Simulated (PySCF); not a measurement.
Si(F)(Cl)(Br)(NH2) (BrClFH2NSi), SMILES Br[Si](F)(N)Cl. Geometry: ωB97X-D3(BJ)/def2-SVP. This is a generated structure with no PubChem entry under its InChIKey; it may be hypothetical. The values are those of a single conformer.

Calculation: ωB97X-D3(BJ)/def2-SVP (PySCF 2.14.0).

Harmonic wavenumbers (cm⁻¹): 118, 137, 243, 244, 259, 282, 301, 456, 592, 817, 875, 985, 1530, 3637, 3744. Rotational constants (GHz): 2.722, 1.228, 1.104; symmetry number 1.

Question: Work out the zero-point energy and the ideal-gas rigid-rotor harmonic-oscillator thermochemistry at 298.15 K and 1 atm.

Answer: ZPE = ½ Σ hcν = ½ × 14221 cm⁻¹ = 85.06 kJ/mol. H − E(el) = 106.25 kJ/mol. Entropy in J/(mol K): translation 173.40, rotation 120.73, vibration 66.22, total 360.36. G − E(el) = -1.20 kJ/mol. Cp = 102.46 J/(mol K). Modes under 150 cm⁻¹ make the vibrational entropy uncertain.
